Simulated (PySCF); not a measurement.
An unknown is described by computed data only.

Formula: C11H13O2P.

- 1H NMR: chemical shifts (computed TMS as zero) by class: 7.78 (2 H), 7.50 (2 H), 7.49 (1 H), 3.44 (2 H), 2.38 (2 H), 2.11 (2 H), 1.96 (2 H) ppm [GIAO PBE/pcSseg-1]
- Triplet: lowest triplet excitation (Tamm–Dancoff): 3.81 eV [TDA wB97X-D/def2-SVPD]
- 13C NMR: chemical shifts (computed TMS as zero) by class: 209.4 (1 C), 136.6 (1 C), 134.6 (1 C), 133.6 (2 C), 131.8 (2 C), 41.2 (2 C), 35.0 (2 C) ppm [GIAO PBE/pcSseg-1]
- NMR, other nuclei: isotropic shieldings of nuclei other than C and H, by class: -358 (1 O), 248 (1 O), 298 (1 P) ppm [GIAO PBE/pcSseg-1]
- Rotational structure: rotational constants A, B, C: 1.565, 0.345, 0.324 GHz [PBE0-D3(BJ)/def2-SVP]
- Polarisability: 150.6 au [wB97X-D/def2-SVPD]
- UV, strongest line: among the 10 lowest singlet transitions: S8 at 6.95 eV (178 nm, f = 0.846) [TDDFT wB97X-D/def2-SVPD]

Electronic properties: PySCF, gas phase, density fitting. Levels stand in brackets. One conformer (not necessarily the lowest) at the PBE0-D3(BJ)/def2-SVP geometry, without solvent, vibrations or thermal averaging. NMR values are class means; diastereotopic atoms form classes of their own.

Q: Give a SMILES that accounts for the data.

A: Numbering: `[O:1]=[C:2]1[CH2:3][CH2:4][P:5](=[O:6])([c:7]2[cH:8][cH:9][cH:10][cH:11][cH:12]2)[CH2:13][CH2:14]1`. 11 carbons fall into 7 classes; from least to most shielded: ketone carbonyl carbon [C2] (209.4 ppm), substituted aromatic carbon [C7] (136.6 ppm), aromatic CH carbon [C10] (134.6 ppm), aromatic CH carbon [C8/C12] (133.6 ppm, 2 C, up to 7.3 ppm apart in this geometry), aromatic CH carbon [C9/C11] (131.8 ppm, 2 C), sp3 carbon next to a carbonyl [C3/C14] (41.2 ppm, 2 C), ring sp3 carbon bound to phosphorus [C4/C13] (35.0 ppm, 2 C). Hydrogen classes from least to most shielded: 2 H on the ortho carbons, C8/C12 (7.78 ppm, a mean of values up to 1.2 ppm apart in this geometry), 2 H on the meta carbons, C9/C11 (7.50 ppm), 1 H on the para carbon, C10 (7.49 ppm), 2 H on 2 like atoms (sp3 carbon next to a carbonyl), C3/C14 (3.44 ppm), 2 H on 2 like atoms (sp3 carbon next to a carbonyl), C3/C14 (2.38 ppm), 2 H on 2 like atoms (sp3 carbon bound to phosphorus), C4/C13 (2.11 ppm), 2 H on 2 like atoms (sp3 carbon bound to phosphorus), C4/C13 (1.96 ppm). The other shieldings belong to: -358 ppm, ketone oxygen [O1]; 248 ppm, phosphoryl oxygen [O6]; 298 ppm, phosphoryl phosphorus [P5]. By its constants the optimised geometry is an asymmetric top. Structure: `c1ccc(cc1)P1(=O)CCC(=O)CC1` (1-phenylphosphinan-4-one 1-oxide). The assignments are read from this structure; whether some other isomer fits the data as well wasn't checked.
